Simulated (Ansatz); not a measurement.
Ansatz (a program for electronic structure) input (MP2/6-31G* with LANL2DZ past Ar): The .json file joins the Basis Set Exchange's 6-31G* for atoms up to Ar and LANL2DZ past it.

Ansatz 0.2 input:
```yaml
crystal:
  periodic: [false, false, false]
  atoms:
    - {symbol: Se, position_ang: [-0.00000000, -0.00000000, -0.04223725]}
    - {symbol: H, position_ang: [0.00000000, 0.00000000, 1.43606650]}
basis:
  gaussian:
    orbitals: 6-31Gs+LANL2DZ.json
total_charge: -1
magnetization: {spin_polarized: false}
correlation: {method: mp2, electrons: outside_noble_gas}
relax: {f_tol: 0.003, max_steps: 120}
```

Q: Predict the final energy.

A: -9.63625 Eh.
